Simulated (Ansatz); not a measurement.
Reaction (hydrogen abstraction from a Ge–H bond): `[F][GeH]([F])[Cl]` + Cl• → `[F][Ge]([F])[Cl]`• + HCl

Gas-phase electronic energies from Ansatz, PBE0-D4/def2-TZVP geometries. CCSD(T)/CBS is the MP2 limit (def2-TZVPP, def2-QZVPP) plus CCSD(T) − MP2 in def2-TZVPP, frozen cores. This one scheme is used for every species, atoms too. Functionals use def2-TZVPP. Open shells (•) are unrestricted, without spin–orbit coupling. Spin–orbit coupling would lower the free atoms: a little for Cl. Bonds to Ge are less sure, by a few kJ/mol each and by 10 to 20 or more in all where they break to atoms, as the def2 sets lack core-valence functions. Scalar relativity is left out up to krypton.

`[F][GeH]([F])[Cl]`:

Cartesian coordinates in Å:
```
F -1.642 0.106 0.431
Ge 0.038 0.051 0.101
F 0.513 -1.557 0.453
Cl 0.301 0.364 -1.968
H 0.789 1.036 0.983
```

`[F][Ge]([F])[Cl]`•:

Z-matrix (Å, degrees):
```
Ge
F 1 1.725
Cl 1 2.139 2 108.3
F 1 1.725 2 104.5 3 115.4
```

HCl:

Cartesian coordinates in Å:
```
Cl -0.264 0.582 0.003
H 0.264 -0.582 -0.003
```

| level | ΔE (eV) |
| --- | --- |
| CAM-B3LYP-D4 | -0.75 |
| revPBE | -1.05 |
| r2SCANh | -0.87 |
| RPA@PBE/def2-TZVPP | -0.44 |
| CCSD/def2-SVP | -0.40 |
| CCSD(T)/def2-SVP | -0.44 |
| CCSD(T)/def2-TZVPP | -0.62 |
| CCSD/CBS(def2) | -0.60 |

What does CCSD(T)/CBS give? (Best estimate.)

The calculation gave: -0.67 eV. The listed levels differ from it by -0.08, -0.38, -0.20, 0.23, 0.27, 0.23, 0.05, 0.07 eV.

Largest T1 diagnostic among the species: 0.014.

From PBE to PBE0 (25 % exact exchange), in def2-TZVPP and without D4, ΔE moves by +0.21 eV. At CCSD(T), def2-SVP lies +0.23 eV from the extrapolated value and def2-TZVPP +0.05 eV. In def2-TZVPP, CCSD(T) changes the Hartree–Fock value by −0.41 eV (the triples alone add −0.07 eV) and MP2 by −0.53 eV.

CCSD(T)/CBS has its own doubt, a few kJ/mol and more with outer-core shells, so smaller differences from it don't rank the levels.
